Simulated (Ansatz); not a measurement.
CHBO₂. The species carries charge 0 and has multiplicity 1. The bonds changed during the relaxation, so this is another structure than the one it started from.

```json
{"atom": "O1", "x (Å)": "1.555", "y (Å)": "-2.155", "z (Å)": "-0.015"}
{"atom": "C2", "x (Å)": "0.719", "y (Å)": "-1.563", "z (Å)": "0.442"}
{"atom": "B3", "x (Å)": "-0.761", "y (Å)": "1.233", "z (Å)": "-0.134"}
{"atom": "O4", "x (Å)": "-0.016", "y (Å)": "1.365", "z (Å)": "-1.064"}
{"atom": "H5", "x (Å)": "-1.497", "y (Å)": "1.120", "z (Å)": "0.771"}
```

Question: What are the harmonic wavenumbers in cm⁻¹ at PBE0-D4/def2-TZVP (Ansatz, finite differences of forces, unscaled)? (Estimate.)

Answer: Computed: 33, 60, 77, 115, 776, 780, 1878, 2247, 2897.

Question: Is this a minimum?

Answer: Yes, all 9 modes are real.

Question: Give the ideal-gas thermochemistry at 298.15 K and 1 bar (rigid rotor, harmonic oscillator; point group Cs, symmetry number 1).

Answer: Zero-point energy 53.0 kJ/mol; H(298) − E = 71.7 kJ/mol; entropy 337.3 J/(mol·K), of which translation 159.0, rotation 104.4, vibration 73.9; G(298) − E = -28.9 kJ/mol. Modes under 100 cm⁻¹ are hindered rotations or soft bends, so the harmonic entropy is rough.
